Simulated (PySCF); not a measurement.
Compound: chloromethylfluorosilane, CH₄ClFSi.
Bonds: F1–Si2, Si2–C3, C3–Cl4. Hydrogens: H5, H6 on Si2; H7, H8 on C3.

The same species was optimised twice, with GFN2-xTB and with PBE0-D3(BJ)/def2-SVP (PySCF), and the same property calculations (PySCF, gas phase) were run on both structures.

```json
{"coordinate": "Si2–H6 (Å)", "GFN2-xTB": "1.452", "PBE0-D3(BJ)/def2-SVP": "1.486", "change": "+0.034"}
{"coordinate": "Si2–H5 (Å)", "GFN2-xTB": "1.452", "PBE0-D3(BJ)/def2-SVP": "1.486", "change": "+0.034"}
{"coordinate": "Si2–C3 (Å)", "GFN2-xTB": "1.906", "PBE0-D3(BJ)/def2-SVP": "1.880", "change": "-0.026"}
{"coordinate": "F1–Si2 (Å)", "GFN2-xTB": "1.612", "PBE0-D3(BJ)/def2-SVP": "1.628", "change": "+0.016"}
{"coordinate": "C3–H7 (Å)", "GFN2-xTB": "1.089", "PBE0-D3(BJ)/def2-SVP": "1.099", "change": "+0.010"}
{"coordinate": "C3–H8 (Å)", "GFN2-xTB": "1.089", "PBE0-D3(BJ)/def2-SVP": "1.099", "change": "+0.010"}
{"coordinate": "C3–Cl4 (Å)", "GFN2-xTB": "1.789", "PBE0-D3(BJ)/def2-SVP": "1.793", "change": "+0.004"}
{"coordinate": "H5–Si2–H6 (°)", "GFN2-xTB": "116.4", "PBE0-D3(BJ)/def2-SVP": "111.9", "change": "-4.5"}
{"coordinate": "Si2–C3–Cl4 (°)", "GFN2-xTB": "109.6", "PBE0-D3(BJ)/def2-SVP": "105.5", "change": "-4.1"}
{"coordinate": "F1–Si2–C3 (°)", "GFN2-xTB": "105.1", "PBE0-D3(BJ)/def2-SVP": "108.6", "change": "+3.5"}
{"coordinate": "F1–Si2–H6 (°)", "GFN2-xTB": "105.9", "PBE0-D3(BJ)/def2-SVP": "108.6", "change": "+2.7"}
{"coordinate": "F1–Si2–H5 (°)", "GFN2-xTB": "105.9", "PBE0-D3(BJ)/def2-SVP": "108.5", "change": "+2.6"}
{"coordinate": "Cl4–C3–H7 (°)", "GFN2-xTB": "106.5", "PBE0-D3(BJ)/def2-SVP": "108.3", "change": "+1.8"}
{"coordinate": "Cl4–C3–H8 (°)", "GFN2-xTB": "106.5", "PBE0-D3(BJ)/def2-SVP": "108.4", "change": "+1.9"}
{"coordinate": "C3–Si2–H6 (°)", "GFN2-xTB": "111.3", "PBE0-D3(BJ)/def2-SVP": "109.6", "change": "-1.7"}
{"coordinate": "F1–Si2–C3–Cl4 (°)", "GFN2-xTB": "180", "PBE0-D3(BJ)/def2-SVP": "180", "change": "0"}
```

Rotational constants: A = 17450, B = 1799, C = 1681 MHz (GFN2-xTB) against A = 17625, B = 1836, C = 1716 MHz (PBE0-D3(BJ)/def2-SVP). Point groups within 0.08 Å: Cs and Cs. Atoms that the bonding makes alike are paired by their places after alignment.

On the GFN2-xTB structure: HOMO (eV) -8.41 [PBE0/pcSseg-1]; LUMO (eV) -0.16 [PBE0/pcSseg-1]; dipole (D) 0.24 [PBE0/pcSseg-1]; GIAO shielding of F1 (ppm) 385.8 [PBE0/pcSseg-1]; GIAO shielding of Si2 (ppm) 355.6 [PBE0/pcSseg-1]; GIAO shielding of C3 (ppm) 156.7 [PBE0/pcSseg-1]; GIAO shielding of Cl4 (ppm) 982.3 [PBE0/pcSseg-1].

Task: What do these properties become on the PBE0-D3(BJ)/def2-SVP structure?

Result: 
```csv
property,level,on GFN2-xTB,on PBE0-D3(BJ)/def2-SVP,change
HOMO (eV),PBE0/pcSseg-1,-8.41,-8.54,-0.13
LUMO (eV),PBE0/pcSseg-1,-0.16,-0.15,+0.01
dipole (D),PBE0/pcSseg-1,0.24,0.53,+0.29
"energy, GFN2-xTB geometry as zero (kcal/mol)",PBE0/pcSseg-1,0.0,-1.3,-1.3
GIAO shielding of F1 (ppm),PBE0/pcSseg-1,385.8,377.1,-8.7
GIAO shielding of Si2 (ppm),PBE0/pcSseg-1,355.6,360.1,+4.5
GIAO shielding of C3 (ppm),PBE0/pcSseg-1,156.7,155.7,-1.0
GIAO shielding of Cl4 (ppm),PBE0/pcSseg-1,982.3,978.2,-4.1
```

The heavy atoms differ by 0.057 Å rms after alignment. Among all bonds Si2–H5 and Si2–H6 change most and about equally (+0.034 Å). Changes are differences of the printed values. Neither structure is proved a minimum here.

Conformer computed: `[F:1][SiH2:2][CH2:3][Cl:4]`: F1–Si2–C3–Cl4 180°.
